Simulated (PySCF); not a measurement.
# WS3, singlet: data card

Method: PBE0/[W def2-SVP with ECP60, S def2-SVP], scalar-relativistic core potentials, density fitting, no spin–orbit coupling, PySCF.

The structure is a minimum.

Z-matrix (Å, degrees; charge 0 multiplicity 1):
```
W
S  1 2.1331
S  1 2.1331 2 107.28
S  1 2.1331 2 107.28 3 -114.99
```

* Point group: C3v
* Bond lengths: W–S 2.133 Å (×3)
* Bond angles: S–W–S 107.3° (×3)
* Heat capacity Cp at 298.15 K: 71.1 J/(mol K)
* Atomisation energy without zero-point energy: 1421 kJ/mol
* Rotational constants: 0.0741, 0.0741, 0.04467 cm⁻¹
* Highest occupied level: -6.99 eV
* Entropy at 298.15 K and 1 bar: 323.9 J/(mol K)
* Principal quadrupole moments (Buckingham, traceless) about the centre of mass: -4.38, -4.38, 8.75 D Å
* Lowest empty level: -4.56 eV
* Dipole moment: 3.63 D
* Rotational symmetry number: 3
* Enthalpy at 298.15 K above 0 K: 16.05 kJ/mol
* Zero-point energy: 13.0 kJ/mol
* Principal polarisabilities: 53.3, 104.4, 104.4 bohr³

Harmonic modes (masses in u: W 183.951, S 31.972):
| symmetry | ω (cm⁻¹) | IR (km/mol, summed over degenerate members) | μ (u) | type |
| --- | --- | --- | --- | --- |
| a1 | 175 | 1.0 | 40.98 | bend |
| e | 191 | 0.6 | 34.48 | bend |
| e | 535 | 118 | 38.16 | stretch |
| a1 | 554 | 0.7 | 34.14 | stretch |

In C3v the vibrations span 2a1 + 2e.

Charges (e):
```json
{"atom": "W1", "Mulliken": "0.51", "Löwdin": "-0.66", "polar tensor": "1.15", "Mayer order to W1": "–"}
{"atom": "S2,3,4", "Mulliken": "-0.17", "Löwdin": "0.22", "polar tensor": "-0.38", "Mayer order to W1": "2.09"}
```

Mulliken populations on W1 (electrons outside its core potential): s 2.56, p 6.28, d 4.56, f 0.09.

Formally W is in oxidation state +6, d0. A d0 centre has no lone pair, yet it is C3v rather than trigonal planar: covalent bonding through the d orbitals favours lower symmetry. The polar-tensor charge on W, 1.15, is far below the formal one.

Stability towards spin polarisation was not tested. Only a few start shapes were tried, so a lower isomer may exist. With an element this heavy the missing spin–orbit coupling can shift these numbers.

The final relaxation and frequency run took roughly 2.3 core-minutes on a shared host.
